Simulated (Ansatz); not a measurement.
Consider the formal exchange of groups at a Mg–O bond: `C[N](C)[Mg][OH]` + CH₄ → `[CH3][Mg][N](C)C` + H₂O.

Gas-phase electronic energies from Ansatz, PBE0-D4/def2-TZVP geometries. CCSD(T)/CBS is the MP2 limit (def2-TZVPP, def2-QZVPP) plus CCSD(T) − MP2 in def2-TZVPP, frozen cores. This one scheme is used for every species. DFT in def2-TZVPP. B3LYP here is the variant with VWN-RPA as its local correlation; programs differ in this. HSE06 is defined as in plane-wave codes. For Mg outer-core shells are correlated without core-valence functions, which leaves a few kJ/mol of doubt a bond. Each species was taken in one conformer, which may not be the lowest.

`C[N](C)[Mg][OH]`:

```xyz
12

C    -1.018    1.140   -0.233
N    -0.107    0.031   -0.138
C    -0.269   -0.855   -1.260
Mg    1.137   -0.225    1.266
O     2.351   -0.423    2.536
H    -0.910    1.827    0.614
H    -2.073    0.817   -0.250
H    -0.861    1.735   -1.149
H    -1.290   -1.270   -1.323
H     0.417   -1.708   -1.205
H    -0.077   -0.352   -2.223
H     2.700   -0.719    3.366
```

CH₄:

```xyz
5

C     0.000    0.000    0.000
H    -0.104   -0.965    0.496
H    -0.624    0.737    0.505
H    -0.313   -0.091   -1.040
H     1.041    0.318    0.039
```

`[CH3][Mg][N](C)C`:

Cartesian coordinates in Å:
```
C -1.538 -1.496 2.362
Mg -0.538 -0.522 0.823
N 0.380 0.370 -0.585
C 0.908 -0.274 -1.757
C 0.643 1.783 -0.626
H -2.616 -1.545 2.180
H -1.395 -0.989 3.321
H -1.184 -2.525 2.486
H 2.000 -0.144 -1.855
H 0.716 -1.353 -1.745
H 0.465 0.118 -2.690
H 1.723 2.010 -0.669
H 0.248 2.293 0.261
H 0.188 2.272 -1.505
```

H₂O:

```xyz
3

O     0.152   -0.312    0.176
H    -0.643    0.168    0.420
H     0.491    0.145   -0.596
```

```
         level  ΔE (kcal/mol)  difference from CCSD(T)/CBS
        PBE-D4           30.1                         -1.6
       BLYP-D4           32.6                          0.9
     r2SCAN-D4           33.4                          1.7
      B3LYP-D4           33.1                          1.4
      HSE06-D4           30.6                         -1.1
  CAM-B3LYP-D4           34.0                          2.3
        B2PLYP           33.7                          2.0
           PBE           30.3                         -1.4
        revPBE           30.6                         -1.1
         B3LYP           33.4                          1.7
       LC-ωPBE           33.5                          1.8
   HF/def2-SVP           39.1                          7.4
MP2/def2-TZVPP           33.1                          1.4
MP2/def2-QZVPP           33.1                          1.4
  HF/CBS(def2)           36.0                          4.3
 MP2/CBS(def2)           33.0                          1.3
   CCSD(T)/CBS           31.7                            0
```

Largest T1 diagnostic among the species: 0.011.

Leaving LDA and LC-ωPBE aside and taking each functional with its dispersion term where it has one, the values, not all of them listed here, spread over 4.0 kcal/mol, from PBE-D4 to BHLYP-D4. LDA lies −0.8 kcal/mol from PBE without D4. In def2-TZVPP, CCSD(T) changes the Hartree–Fock value by −4.0 kcal/mol (the triples alone add −0.7 kcal/mol) and MP2 by −2.6 kcal/mol. At CCSD(T), def2-SVP lies +5.1 kcal/mol from the extrapolated value and def2-TZVPP +0.1 kcal/mol.
